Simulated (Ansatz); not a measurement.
`F[SiH]([SiH3])P` + H₂Se → `P[SeH]` + `F[SiH2][SiH3]` at 600 K and 1 bar (cleavage of the P–Si bond).

Computed with Ansatz on PBE0-D4/def2-TZVP structures; ΔE is electronic, products minus reactants. CCSD(T)/CBS is the MP2 limit (def2-TZVPP, def2-QZVPP) plus CCSD(T) − MP2 in def2-TZVPP, frozen cores. For Se outer-core shells are correlated without core-valence functions, which leaves a few kJ/mol of doubt a bond. Scalar relativity is left out up to krypton. One conformer a species, not always the lowest.

```
          species  CCSD(T)/CBS energy (Eh)  H − E (kJ/mol)  S (J/(mol·K))
`F[SiH]([SiH3])P`              -1022.55000           209.3          463.4
             H₂Se              -2401.89790            57.0          244.8
         `P[SeH]`              -2743.44381           100.9          326.5
  `F[SiH2][SiH3]`               -681.00067           166.4          386.0
```

H − E and S are ideal-gas, rigid-rotor, harmonic terms from PBE0-D4/def2-TZVP, for one conformer and one mirror image of each species. 1 Eh = 2625.50 kJ/mol, R = 8.31446 J/(mol·K).

Question: By hand: ΔE, ΔH, ΔS and ΔG.

Answer: ΔE = (-2743.44381) + (-681.00067) − (-1022.55000) − (-2401.89790) = 0.00342 Eh = 9.0 kJ/mol. Δ(H − E) = 100.9 + 166.4 − 209.3 − 57.0 = 1.0, so ΔH = 10.0 kJ/mol. ΔS = 326.5 + 386.0 − 463.4 − 244.8 = 4.3 J/(mol·K). ΔG = 10.0 − 600 × (4.3)/1000 = 7.4 kJ/mol.

Question: By hand: the equilibrium constant, and the temperature at which ΔG would vanish if ΔH and ΔS stayed fixed.

Answer: log₁₀ K = −ΔG/(RT ln 10) = -0.6. ΔG = 0 at ΔH/ΔS = 2326 K, though so small a ΔS makes that figure unsure.

The number of gas molecules stays the same, so ΔS is small and ΔH decides. A doubt of 5 kJ/mol in ΔE shifts log₁₀ K by 0.4 here. Other conformers and mirror images would add mixing entropy, several J/(mol·K) or more a flexible species. These are equilibria of isolated gas molecules and say nothing of rates. Largest T1 diagnostic: 0.014 (customary marks: 0.02 for closed shells, 0.045 for open ones).
